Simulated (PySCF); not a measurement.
Se(Cl)4, SMILES Cl[Se](Cl)(Cl)Cl (Cl₄Se) at its PBE0/def2-SVP optimised geometry (Å):

```
5

Se    -1.0605    -0.0013     0.0000
Cl     1.1060    -0.0013     0.0000
Cl    -1.1060     2.3276     0.0000
Cl    -1.5273    -0.0515    -2.1150
Cl    -1.1051    -2.3276     0.1119
```

Method: PBE0/def2-TZVP in PySCF. Cells within 0.4 Å of a nucleus heavier than hydrogen are left out (blank, or x).

Map of the electrostatic potential (hartree/e), clipped to [-0.08, 0.12] on the plane z = 0.0 Å:

```
|100000000000000000001111111|
|100000000110000000001111111|
|100000012332100000001111111|
|100000026998310000001111111|
|100000169999930000001111111|
|110000299999970000011111111|
|110000399xx9991000011111111|
|111100399xx9992000111111111|
|111111399999973111111111111|
|112223489999985444332222111|
|122235799999999999964322211|
|222347999999999999996432221|
|2234589999x99999x9999532221|
|223459999xxx9999xx999532221|
|2234589999x99999x9999532221|
|222347999999999999996432221|
|122235799999999999964322211|
|112223489999985444332222111|
|111111399999973111111111111|
|111100399xx9992000111111111|
|110000399xx9991000011111111|
|110000299999960000011111111|
|100000169999930000001111111|
|100000025998310000001111111|
|100000001232100000001111111|
|100000000110000000001111111|
|100000000000000000001111111|
```
Scale: ten equal steps from -0.018 (start of '0') to 0.120 (end of '9'), in the order '0123456789'; x runs from -4.50 to 4.50, y from -4.50 (bottom) to 4.50 (top).
